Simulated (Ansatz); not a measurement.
C₂H₅FOSi, SMILES `FC1CO[SiH2]1`. Total charge 0; spin multiplicity 1.

Cartesian coordinates in Å:
```
F -0.913 -1.249 1.309
C -0.726 -0.129 0.522
C 0.635 0.557 0.752
O 1.203 0.536 -0.576
Si -0.039 -0.363 -1.234
H -1.580 0.535 0.668
H 1.246 -0.027 1.447
H 0.566 1.589 1.105
H -0.715 0.304 -2.378
H 0.322 -1.753 -1.615
```

Task: What are the harmonic wavenumbers in cm⁻¹ at PBE0-D4/def2-TZVP (Ansatz, finite differences of forces, unscaled)? (Best estimate.)

Result: Computed: 79, 245, 392, 537, 560, 657, 719, 807, 860, 898, 975, 1022, 1037, 1127, 1164, 1211, 1324, 1370, 1499, 2226, 2232, 3055, 3098, 3115.

Task: Is this a minimum?

Result: Yes, all 24 modes are real.

Task: Give the ideal-gas thermochemistry at 298.15 K and 1 bar (rigid rotor, harmonic oscillator; point group C1, symmetry number 1).

Result: Zero-point energy 180.7 kJ/mol; H(298) − E = 197.4 kJ/mol; entropy 313.3 J/(mol·K), of which translation 165.3, rotation 108.7, vibration 39.3; G(298) − E = 104.0 kJ/mol. Modes under 100 cm⁻¹ are hindered rotations or soft bends, so the harmonic entropy is rough.

Task: And at 400, 500, 600, 800 and 1000 K?

Result: 
```tsv
T (K)	H − E (kJ/mol)	S (J/mol/K)	G − E (kJ/mol)
400	207.6	342.4	70.6
500	219.7	369.4	35.0
600	233.5	394.6	-3.2
800	265.0	439.8	-86.8
1000	300.2	479.0	-178.8
```
